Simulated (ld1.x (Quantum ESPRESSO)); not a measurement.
**What one change does to a pseudopotential (manganese (Mn), PAW)**

ld1.x (Quantum ESPRESSO) 7.5 input, shortened:

```
&input
   title='Mn', zed=25., rel=1, dft='PZ', iswitch=3,
   config='[Ar] 3d5 4s1.5 4p0 4f-2'
 /
 &inputp
   pseudotype=3, lpaw=.true., tm=.true., lloc=-2, rcloc=1.70,
   nlcc=.false.,
   which_augfun='BESSEL', rmatch_augfun=0.90
 /
7
3S  1  0   2.00   0.00  1.15  1.35  0.0
4S  2  0   1.50   0.00  1.15  1.35  0.0
3P  2  1   6.00   0.00  1.25  1.40  0.0
4P  3  1   0.00   0.00  1.25  1.40  0.0
3D  3  2   5.00   0.00  1.55  2.00  0.0
3D  3  2   0.00  -0.20  1.55  2.00  0.0
4F  4  3  -2.00   0.05  1.75  1.95  0.0
 &test
   configts(1)='3s2 3p6 3d5 4s1.5 4p0'
 /
```

Change: core correction a·sin(br)/r model core inside 0.68 bohr.

Cutoffs: the cutoffs (Ry, on a coarse ladder) from which the occupation-weighted sum of valence levels, in a spherical-Bessel basis at the reference potential, stays within 10 and 1 mRy of its value at 400 Ry; they do not see the model core or the augmentation charge, which bear on the density cutoff. Errors are all-electron minus pseudo energies relative to the spin-unpolarised reference configuration.

Question: How do hardness, ghosts and transferability respond?

Answer: The potential gets neither clearly harder nor softer (45 Ry and 80 Ry → 45 Ry and 80 Ry); of the 9 tests that both files solve, the error grows in 2 and shrinks in 0 by more than 15 % and 0.3 meV (median size 1.6 → 2.3 meV); neither file shows a bound ghost. The default core radius of the base comes out at 0.42 bohr. A wider model core is smoother and lowers the density cutoff, which this test does not measure.

```tsv
quantity	base	changed
cutoff, loose	45 Ry	45 Ry
cutoff, tight	80 Ry	80 Ry
bound ghosts	none	none
error for 3s2 3p6 3d5 4s2 4p0, meV [ΔE -3.47 eV]	+0.3	+0.3
error for 3s2 3p6 3d5 4s1 4p0, meV [ΔE 5.19 eV]	-0.5	-0.5
error for 3s2 3p6 3d5 4s0 4p0, meV [ΔE 21.07 eV]	-2.3	-2.3
error for 3s2 3p6 3d4 4s2 4p1, meV [ΔE 4.45 eV]	+7.5	+7.9
error for 3s2 3p6 3d5 4s1 4p1, meV [ΔE 0.46 eV]	0.0	0.0
error for 3s2 3p5 3d5 4s2 4p0, meV [ΔE 58.43 eV]	-42	-42
error for 3s2 3p6 3d6 4s0 4p0, meV [ΔE 3.56 eV]	-0.4	-0.2
error for 3s2 3p6 3d5 4s1.5 4p0 (spin-polarised), meV [ΔE -5.45 eV]	-2.7	-3.6
error for 3s2 3p6 3d5 4s2 4p0 (spin-polarised), meV [ΔE -8.52 eV]	-1.6	-2.6
s: phases at 2.20 bohr within 0.05 rad from the reference energy up to (Ry; the scan ends near 5)	to the end of the scan	to the end of the scan
p: phases at 2.20 bohr within 0.05 rad from the reference energy up to (Ry; the scan ends near 5)	to the end of the scan	to the end of the scan
d: phases at 2.20 bohr within 0.05 rad from the reference energy up to (Ry; the scan ends near 5)	2.3	2.3
f: phases at 2.20 bohr within 0.05 rad from the reference energy up to (Ry; the scan ends near 5)	to the end of the scan	to the end of the scan
lowest overlap eigenvalue by channel	s 0.13, p 0.16, d 0.95, f 0.88	s 0.13, p 0.16, d 0.95, f 0.88
```
